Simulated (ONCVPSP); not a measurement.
**Which change was made? (Ge, ONCV)**

```
Element                 : germanium
Generator               : ONCVPSP 4.0.1
Type                    : optimised norm-conserving Vanderbilt (ONCV)
Functional              : PBEsol
Relativity              : scalar-relativistic
Frozen core             : [Ar] 3d10
Valence charge          : 4
Reference configuration : 4s1 4p3
Partial waves           : 4s: rc 1.50 bohr, ncon 4, nbas 7, qcut 4.2 1/bohr, 2 projectors, debl 0.6 Ha; 4p: rc 1.75 bohr, ncon 4, nbas 8, qcut 4.9 1/bohr, 3 projectors, debl 1.3 Ha
Local potential         : polynomial inside 1.30 bohr (lpopt 4, dvloc0 -1 Ha)
Core correction         : Teter function, fcfact 5.25, rcfact 1.35
```

Cutoffs, loose and tight: the cutoffs (Ha) at which the residual kinetic energy of the hardest occupied pseudo-wave falls to 1 and 0.1 mHa per electron. They do not see the model core or the augmentation charge, which bear on the density cutoff. Test errors are all-electron minus pseudo excitation energies from the reference, over the configurations 4s2 4p2; 4s2 4p1; 4s2 4p0; 4s2 4p1.5; variants that change the core or the reference have their own tests.

The base gives: outcome: generated; cutoff, loose: 8.7 Ha; cutoff, tight: 25 Ha; bound ghosts: p; GHOST(+) flags above zero: s, p; largest test error (meV): -22.

(1) After one change the result is: outcome: generated; cutoff, loose: 7.9 Ha; cutoff, tight: 22 Ha; bound ghosts: none; GHOST(+) flags above zero: s; largest test error (meV): -25. Which change was it?
A. all radii but the core radius scaled by about 0.80 (s 1.20, p 1.40 bohr); local potential polynomial inside 1.04 bohr (lpopt 4, dvloc0 -1 Ha)
B. all radii but the core radius scaled by about 1.31 (s 1.96, p 2.30 bohr); local potential polynomial inside 1.70 bohr (lpopt 4, dvloc0 -1 Ha)
C. all radii but the core radius scaled by about 0.95 (s 1.42, p 1.66 bohr); local potential polynomial inside 1.22 bohr (lpopt 4, dvloc0 -1 Ha)

## Answers

(1) B. The others give: all radii but the core radius scaled by about 0.95 (s 1.42, p 1.66 bohr); local potential polynomial inside 1.22 bohr (lpopt 4, dvloc0 -1 Ha) → outcome: generated; cutoff, loose: 13 Ha; cutoff, tight: 57 Ha; bound ghosts: s, p; GHOST(+) flags above zero: p; largest test error (meV): -22 | all radii but the core radius scaled by about 0.80 (s 1.20, p 1.40 bohr); local potential polynomial inside 1.04 bohr (lpopt 4, dvloc0 -1 Ha) → outcome: failed: optimize: ERROR ps0norm > uunorm, code will stop.
